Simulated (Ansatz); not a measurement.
Geometry optimisation, Ansatz 0.2.0, RKS r2SCAN/def2-SVP.

input.yaml

```yaml
crystal:
  periodic: [false, false, false]
  atoms:
    - { symbol: Si, position_ang: [-0.152401, 0.14502, 0.047012] }
    - { symbol: O, position_ang: [-0.253804, 0.016277, 1.716502] }
    - { symbol: Si, position_ang: [-1.398793, -0.342412, 2.87687] }
    - { symbol: H, position_ang: [-2.43072, -1.266512, 2.319121] }
    - { symbol: H, position_ang: [-0.694721, -0.996292, 4.01514] }
    - { symbol: H, position_ang: [-2.056743, 0.909599, 3.348978] }
    - { symbol: H, position_ang: [1.283746, 0.220561, -0.323688] }
    - { symbol: H, position_ang: [-0.841872, 1.400615, -0.37924] }
    - { symbol: H, position_ang: [-0.819507, -1.014568, -0.609636] }
    - { symbol: Br, position_ang: [1.625379, -2.682115, 1.153169] }
    - { symbol: H, position_ang: [1.369235, -1.455672, 1.977871] }
basis:
  gaussian: { orbitals: def2-SVP }
hamiltonian:
  xc: r2scan
relax:
  f_tol: 0.03
  max_steps: 50
```

Command:

```bash
$ ansatz run input.yaml --threads 4 --pin off --max-ram 5120MiB --backend cpu --events-out ev --progress --plain --runs-dir out
```

Where does it end, and by what steps?

The forces met the threshold. The force dipped under the threshold on the way, but the program's further checks kept it going. After 13 steps the energy has fallen by 0.144 eV; Br10 moved furthest, 0.86 Å.

```tsv
step	energy less start (eV)	largest force component (eV/Å)	accepted
0	0.0000	1.175	yes
1	-0.0796	0.287	yes
2	-0.0885	0.143	yes
3	-0.0999	0.243	yes
4	-0.1030	0.685	yes
5	-0.1335	0.198	yes
6	-0.1116	0.563	no
7	-0.1395	0.028	yes
8	-0.1418	0.060	yes
9	-0.1427	0.064	yes
10	-0.1435	0.047	yes
11	-0.1439	0.030	yes
12	-0.1441	0.023	yes
13	-0.1443	0.020	yes
```

```xyz
11
Properties=species:S:1:pos:R:3
Si -0.236 0.230 -0.026
O -0.278 -0.394 1.533
Si -1.363 -0.436 2.816
H -2.486 -1.366 2.503
H -0.612 -0.911 4.007
H -1.904 0.935 3.047
H 1.187 0.239 -0.457
H -0.789 1.618 -0.014
H -1.053 -0.622 -0.938
Br 2.065 -2.712 1.896
H 1.098 -1.647 1.776
```

Whether the end is a true minimum wasn't checked by a vibrational analysis.

The run took 28 s on 4 threads of Arm Neoverse V2, with other jobs on the host, peak memory 0.19 GiB.
